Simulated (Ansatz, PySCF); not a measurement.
Gas-phase reaction in SMILES: NC1CCC1 → NC1[CH]CC1 + H atom (the C-H bond at the site shown breaks; other sites are not compared here)
Structures are relaxed separately at B3LYP-D3(BJ)/def2-TZVP in Ansatz (a quantum-chemistry and plane-wave program), one conformer each, not searched for the lowest. Frequencies are from Ansatz or PySCF.

Quantity: bond dissociation energy (enthalpy at 298 K, with B3LYP-D3(BJ) rigid-rotor harmonic-oscillator terms), in kcal/mol. Valence correlation only, unless marked. Open shells are spin-unrestricted. No spin-orbit coupling. Non-relativistic. Basis-set limits of correlation are two-point, X^-3; Hartree-Fock from the larger set. [CCSD(T)-MP2]/basis is that difference in the basis named.

```csv
level,program,bond dissociation energy (kcal/mol),minus last row
PBE-D4/def2-TZVPD,Ansatz + dftd4,96.0,-6.1
BLYP-D4/def2-TZVPD,Ansatz + dftd4,96.3,-5.8
PBE0/def2-QZVPP,Ansatz,96.3,-5.8
CAM-B3LYP/def2-TZVPD,Ansatz,98.6,-3.5
MP2/cc-pVDZ,Ansatz,98.0,-4.1
CCSD(T)/cc-pVDZ,Ansatz,98.0,-4.1
"RI-MP2/CBS(cc-pVTZ,cc-pVQZ)+[CCSD(T)-MP2]/cc-pVTZ",Ansatz,102.1,0.0
```
